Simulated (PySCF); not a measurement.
# Correlation energy of Mo³⁺ (molybdenum, charge +3)

Starting occupation: [Kr] 4d3, 4d5/2 with m_j = +1/2, +3/2, +5/2. All numbers are calculated (PySCF 2.14, X2C-1e with screened-nucleus spin-orbit coupling, Gaussian nucleus, in x2c-TZVPall-2c with one added diffuse shell each of s, p, d type (9s10p8d1f, 86 functions)). Frozen: [Ar] 3d10; 11 electrons correlated; the 6 highest virtual spinors left out.

MP2 pair energies summed by pair of shells (mhartree):

| pair | energy | share (%) |
| --- | --- | --- |
| 4p-4p | -86.45 | 39.9 |
| 4d-4p | -80.88 | 37.3 |
| 4p-4s | -24.33 | 11.2 |
| 4d-4d | -11.84 | 5.5 |
| 4d-4s | -8.36 | 3.9 |
| 4s-4s | -4.90 | 2.3 |

Total MP2 correlation energy: -216.75 mhartree.

The GHF reference relaxed away from the jj start to a determinant that is no pure jj level (⟨S²⟩ = 3.73, ⟨J²⟩ = 24.76); the energies belong to that determinant.

This basis was not built for core-valence correlation, so the inner-shell part is incomplete.
